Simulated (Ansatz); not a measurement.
Species: CClF, charge 0, singlet. A triplet may lie lower; no result for it is given here. CClF (SMILES F[C]Cl).
B3LYP-D3(BJ)/def2-TZVP minimum from Ansatz (an electronic-structure program):
```
C
F 1 1.2975
Cl 1 1.7557 2 106.70
```

Total energies in cc-pV(D+d)Z, 18 correlated electrons, 7 frozen orbitals. UHF or UKS for unpaired electrons; spin-orbit terms are left out. Correlated methods leave the cores frozen. No relativity. The restricted determinant of CClF (F[C]Cl, singlet) is unstable towards broken spin symmetry in at least one set run.

```csv
method,program,energy (Eh),minus CCSDT(Q) (mEh)
HF,Ansatz,-596.71501,480.25
MP2,Ansatz,-597.15308,42.18
CCSD,Ansatz,-597.17875,16.51
CCSD(T),Ansatz,-597.19291,2.36
UCCSD(T),Ansatz,-597.19230,2.97
CCSDT(Q),Ansatz,-597.19526,0.00
```
